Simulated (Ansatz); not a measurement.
Stepwise reaction of `C[O][GeH]([Cl])[O]C` with hydrogen, as a gas-phase model of exchange steps in deposition or etching. ΔE in kJ/mol.

Gas-phase electronic energies from Ansatz, PBE0-D4/def2-TZVP geometries. CCSD(T)/CBS is the MP2 limit (def2-TZVPP, def2-QZVPP) plus CCSD(T) − MP2 in def2-TZVPP, frozen cores. This one scheme is used for every species. Functionals use def2-TZVPP. B3LYP here is the variant with VWN-RPA as its local correlation; programs differ in this. For Ge outer-core shells are correlated without core-valence functions, which leaves a few kJ/mol of doubt a bond. Scalar relativity is left out up to krypton. One conformer a species, not always the lowest.

```tsv
step	reaction	PBE-D4	B3LYP-D4	ωB97M-V	CCSD(T)/CBS
1	`C[O][GeH]([Cl])[O]C` + H₂ → `C[O][GeH2][Cl]` + CH₃OH	35.1	39.0	36.8	38.7
2	`C[O][GeH2][Cl]` + H₂ → `[Cl][GeH3]` + CH₃OH	6.2	8.8	6.9	9.5
```

Task: By hand: ΔE of the 2 steps together at CCSD(T)/CBS.

Result: (38.7) + (9.5) = 48.2 kJ/mol, or 24.1 kJ/mol a step.

In ΔE each step is lower than the one before. All are uphill at CCSD(T)/CBS. PBE-D4 differs from CCSD(T)/CBS by -3.6 to -3.3 kJ/mol a step. Isolated molecules leave out the surface, adducts and barriers. Largest T1 diagnostic: 0.011.
